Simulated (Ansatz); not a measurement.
Cost and result for the atomization energy of CH6BFGe (`B[CH](F)[GeH3]`) (10 atoms, 9 bonds).

Cartesian coordinates in Å:
```
B -1.303 -0.006 -0.582
C -0.030 0.797 -0.598
F 0.754 0.808 -1.732
Ge 0.847 -0.455 0.783
H -1.542 -0.810 -1.431
H -2.002 0.104 0.385
H 0.029 1.771 -0.107
H 2.319 -0.477 0.359
H 0.658 0.146 2.180
H 0.269 -1.877 0.743
```

Total charge 0; spin multiplicity 1. Correlated methods include outer-core shells of Ge, which these sets cover unevenly. Scalar relativity is left out up to krypton. Geometry: relaxed with PBE0-D4/def2-TZVP. Program: Ansatz. All runs use 4 threads of an Arm Neoverse V1 on a shared host. Times are those of one run each, without the atoms' runs, and a repeat can differ threefold. Electronic energies, without spin–orbit coupling; frozen cores. CCSD(T)/CBS adds CCSD(T) − MP2 in def2-TZVPP to the MP2 limit, and its time is that of the two runs behind it. T1 = 0.012. With those shells the extrapolation isn't a true limit. B3LYP takes the VWN-RPA correlation (the form of Gaussian; ORCA's B3LYP/G).

CCSD(T)/CBS is a level of theory with its own doubt, some kJ/mol a heavy atom from the limit and from the frozen cores, so smaller differences don't rank the functionals.

```tsv
level	functions	wall time
PBE-D4/def2-TZVPP (with forces)	225	2.1 s
PBE0-D4/def2-TZVPP	225	2.5 s
B3LYP-D4/def2-TZVPP (with forces)	225	3.7 s
r2SCAN-D4/def2-TZVPP (with forces)	225	3.9 s
B2PLYP/def2-TZVPP	225	4.4 s
ωB97X-V/def2-TZVPP	225	7 s
ωB97M-V/def2-TZVPP (with forces)	225	9.5 s
MP2/def2-QZVPP	440	18 s
CCSD(T)/def2-TZVPP	225	110 s
CCSD(T)/CBS(def2)	–	2.2 min
```

(1) What atomization energy does each give, and how far from CCSD(T)/CBS? (An estimate is asked.)

## Answers

(1) The calculation gave: 
```tsv
level	atomization (kcal/mol)	difference from CCSD(T)/CBS	per bond
PBE-D4/def2-TZVPP (with forces)	783.6	10.6	1.2
PBE0-D4/def2-TZVPP	772.9	-0.1	0.0
B3LYP-D4/def2-TZVPP (with forces)	773.7	0.7	0.1
r2SCAN-D4/def2-TZVPP (with forces)	778.9	5.9	0.7
B2PLYP/def2-TZVPP	765.5	-7.5	-0.8
ωB97X-V/def2-TZVPP	777.3	4.3	0.5
ωB97M-V/def2-TZVPP (with forces)	774.2	1.2	0.1
MP2/def2-QZVPP	772.4	-0.6	-0.1
CCSD(T)/def2-TZVPP	758.0	-15.0	-1.7
CCSD(T)/CBS(def2)	773.0	0.0	0.0
```

The D4 term adds +6.7 kcal/mol with B3LYP and +3.5 kcal/mol with PBE0; it sums over pairs of atoms, weighted by their polarisabilities, and B3LYP, whose exchange is more repulsive, gets the larger term. In def2-TZVPP, CCSD(T) changes the Hartree–Fock value by +183.0 kcal/mol (the triples alone add +9.8 kcal/mol) and MP2 by +188.7 kcal/mol; breaking electron pairs costs correlation energy, which Hartree–Fock lacks. From PBE to PBE0 (25 % exact exchange), in def2-TZVPP and without D4, the atomization energy moves by −10.1 kcal/mol: exact exchange takes away binding that semilocal exchange gives to molecules.
